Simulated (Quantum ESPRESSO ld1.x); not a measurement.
The run below uses ld1.x (Quantum ESPRESSO 7.5).

```
 &input
    atom='Zr',
    iswitch=1,
    rel=1,
    dft='SLA-VWN',
    config='[Kr] 6f1',
    prefix='ld1',
    max_out_wfc=37,
    file_charge='ld1.rho',
 /
```

Command: `OMP_NUM_THREADS=1 ld1.x < ld1.in > ld1.out`

Standard output:

```
     Program LD1 v.7.5 starts

     --------------------------- All-electron run ----------------------------

     scalar relativistic calculation

     atomic number is 40.00
     dft =SLA-VWN   lsd =0 sic =0 latt =0  beta=0.20 tr2=1.0E-14
     Exchange-correlation= SLA-VWN
                           (   1   2   0   0   0   0   0)
     mesh =2037 r(mesh) =  99.39686 a.u. xmin = -8.00 dx = 0.00800
     1 Ry =  13.60569312 eV, c = 137.03599908

     n l     nl                  e(Ry)          e(Ha)          e(eV)
     1 0     1S 1( 2.00)     -1311.1162      -655.5581    -17838.6444
     2 0     2S 1( 2.00)      -184.2349       -92.1175     -2506.6438
     2 1     2P 1( 6.00)      -164.7379       -82.3690     -2241.3736
     3 0     3S 1( 2.00)       -32.5617       -16.2809      -443.0249
     3 1     3P 1( 6.00)       -26.2111       -13.1056      -356.6203
     4 0     4S 1( 2.00)        -6.7721        -3.3860       -92.1387
     4 1     4P 1( 6.00)        -5.1024        -2.5512       -69.4215
     3 2     3D 1(10.00)       -15.7559        -7.8780      -214.3705
     6 3     6F 1( 1.00)        -0.4466        -0.2233        -6.0765

     final scf error:  7.1E-15 reached in  34 iterations

     Etot =   -7184.017523 Ry,   -3592.008762 Ha,  -97743.537808 eV

     Ekin =    7384.805930 Ry,    3692.402965 Ha,  100475.403256 eV
     Encl =  -17202.420311 Ry,   -8601.210155 Ha, -234050.851720 eV
     Eh   =    2851.167580 Ry,    1425.583790 Ha,   38792.111139 eV
     Exc  =    -217.570723 Ry,    -108.785361 Ha,   -2960.200484 eV

     normalization and overlap integrals

     s(1S/1S) =  1.000000  <r> =   0.0371  <r2> =    0.0019  r(max) =   0.0242
     s(1S/2S) = -0.008095
     s(1S/3S) = -0.003232
     s(1S/4S) = -0.001307
     s(2S/2S) =  1.000000  <r> =   0.1628  <r2> =    0.0312  r(max) =   0.1374
     s(2S/3S) = -0.001940
     s(2S/4S) = -0.000761
     s(2P/2P) =  1.000000  <r> =   0.1418  <r2> =    0.0246  r(max) =   0.1098
     s(2P/3P) = -0.001584
     s(2P/4P) = -0.000570
     s(3S/3S) =  1.000000  <r> =   0.4592  <r2> =    0.2418  r(max) =   0.4078
     s(3S/4S) = -0.000480
     s(3P/3P) =  1.000000  <r> =   0.4625  <r2> =    0.2494  r(max) =   0.4014
     s(3P/4P) = -0.000392
     s(4S/4S) =  1.000000  <r> =   1.1889  <r2> =    1.5980  r(max) =   1.0652
     s(4P/4P) =  1.000000  <r> =   1.3160  <r2> =    1.9720  r(max) =   1.1631
     s(3D/3D) =  1.000000  <r> =   0.4522  <r2> =    0.2474  r(max) =   0.3475
     s(6F/6F) =  1.000000  <r> =  10.4868  <r2> =  125.4771  r(max) =  11.5550

     ------------------------ End of All-electron run ------------------------
```

Run on one thread of a shared host, so times are rough (Intel(R) Xeon(R) Processor @ 2.60GHz): 0.71 s of CPU time, 0.74 s wall, 34 iterations on 2037 mesh points.
